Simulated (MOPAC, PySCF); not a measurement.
H₆AlBrSi₂, SMILES `[SiH3][Al]([SiH3])[Br]`, neutral singlet in the gas phase. 

Cartesian coordinates (Å):
```xyz
10

Si    -2.2130    -0.2297     0.0901
Al     0.0239     0.7477    -0.1261
Si     2.2034    -0.3677    -0.0122
Br     0.0679     2.9949    -0.4552
H     -3.0510     0.5670     1.0284
H     -2.8880    -0.2356    -1.2391
H     -2.1630    -1.6349     0.5825
H      3.2376     0.3533    -0.8026
H      2.1210    -1.7716    -0.5050
H      2.6546    -0.4177     1.4086
```
Charge 0, multiplicity 1.

All levels are single points at this geometry (PBE0-D3(BJ)/def2-TZVP); Pople sets use spherical d functions. Orbital energies aren't observables, and empty levels follow the basis.

```
level                            HOMO (eV)  LUMO (eV)  gap (eV)  dipole (D)  vertical IE, Delta-SCF (eV)
-------------------------------  ---------  ---------  --------  ----------  ---------------------------
ωB97X-D3(BJ)/def2-TZVP in PySCF      -9.50      -0.48      9.02        1.29                            –
B3LYP/LANL2DZ in PySCF               -7.29      -2.52      4.77        1.82                            –
BP86/6-31G* in PySCF                 -6.30      -3.04      3.27        1.27                            –
SVWN5/6-31G* in PySCF                -6.27      -3.12      3.15        1.34                         8.78
HF/6-31G* in PySCF                   -9.62       0.45     10.08        1.65                         8.69
PM6 in MOPAC                         -9.42      -1.18      8.24        1.94                            –
```
